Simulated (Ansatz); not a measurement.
`CB[NH][AlH][CH3]` + `[SH][GeH3]` → `[CH3][AlH][S][GeH3]` + `CBN`  (ligand exchange at the Al–N bond)

Calculated with Ansatz (gas phase, PBE0-D4/def2-TZVP geometries, no zero-point term in ΔE). CBS: MP2 limit from def2 TZ/QZ plus the TZ coupled-cluster correction, frozen cores. DFT in def2-TZVPP. For Ge outer-core shells are correlated without core-valence functions, which leaves a few kJ/mol of doubt a bond. Scalar relativity is left out up to krypton. One conformer a species, not always the lowest.

```tsv
species	B97M-V energy (Eh)
`CB[NH][AlH][CH3]`	-403.76193
`[SH][GeH3]`	-2477.13904
`[CH3][AlH][S][GeH3]`	-2759.50156
`CBN`	-121.41817
```

Q: Work out ΔE.

A: ΔE = (-2759.50156) + (-121.41817) − (-403.76193) − (-2477.13904) = -0.01876 Eh = -11.8 kcal/mol. CCSD(T)/CBS gives -12.0 kcal/mol.

Largest T1 diagnostic among the species: 0.011.

The D4 term adds −0.8 kcal/mol with B3LYP and −0.5 kcal/mol with PBE0; it sums over pairs of atoms, weighted by their polarisabilities, and B3LYP, whose exchange is more repulsive, gets the larger term. In def2-TZVPP, CCSD(T) changes the Hartree–Fock value by −0.9 kcal/mol (the triples alone add −0.4 kcal/mol) and MP2 by −1.6 kcal/mol. Leaving LDA and LC-ωPBE aside and taking each functional with its dispersion term where it has one, the values, not all of them listed here, spread over 2.7 kcal/mol, from HSE06-D4 to CAM-B3LYP-D4.

B3LYP here is the variant with VWN-RPA as its local correlation; programs differ in this.
